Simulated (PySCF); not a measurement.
**Frontier levels across methods**

4,4,4-trifluorobutan-2-one, C4H5F3O.
Cartesian coordinates in Å at the PBE0-D3(BJ)/def2-SVP level; atoms count from 1:
```xyz
13
C4H5F3O angstrom
C      1.4624    0.4019    0.7406
C      0.8244   -0.7757    0.0576
O      1.2856   -1.8869    0.1193
C     -0.4294   -0.5401   -0.7817
C     -1.4795    0.3610   -0.1862
F     -1.8044   -0.0180    1.0546
F     -2.5945    0.3439   -0.9185
F     -1.0702    1.6350   -0.1174
H      0.8090    0.7617    1.5509
H      1.5950    1.2440    0.0452
H      2.4268    0.0921    1.1608
H     -0.8807   -1.5203   -0.9831
H     -0.1287   -0.1007   -1.7467
```

Basis pcSseg-1 throughout (PySCF), one geometry. Geometry: PBE0-D3(BJ)/def2-SVP, one conformer, isolated molecule.

**Question.** How do the orbital energies, the gap and the dipole change with the method?

**Answer.** 
```tsv
method	kind	HOMO (eV)	LUMO (eV)	gap (eV)	μ (D)	SCF cycles
PBE	GGA	-6.11	-2.05	4.06	1.69	15
B97-D	GGA	-6.17	-1.98	4.18	1.72	15
B3LYP	global hybrid	-7.56	-1.19	6.37	1.76	14
PBE0	global hybrid	-7.82	-0.93	6.89	1.78	14
BHandHLYP	global hybrid	-9.45	0.34	9.79	1.86	13
wB97X-D	range-separated hybrid	-9.77	0.93	10.71	1.82	14
HF	Hartree–Fock	-11.99	3.39	15.37	2.00	11
```

The HOMO spans 5.87 eV, from PBE down to HF, and the gap runs from 4.06 eV (PBE) to 15.37 eV (HF). Over the methods PBE (0 %), B97-D (0 %), B3LYP (20 %), PBE0 (25 %), BHandHLYP (50 %), HF (100 %), a straight line through the gap against the share of exact exchange rises by 1.13 eV for each 10 % (correlation coefficient 1.000). The dipole ranges from 1.69 D (PBE) to 2.00 D (HF). This basis has no diffuse functions.

The vertical ΔSCF ionisation energy at PBE0/def2-SVPD is 10.17 eV; −ε(HOMO) comes closest to it with wB97X-D (9.77 eV).
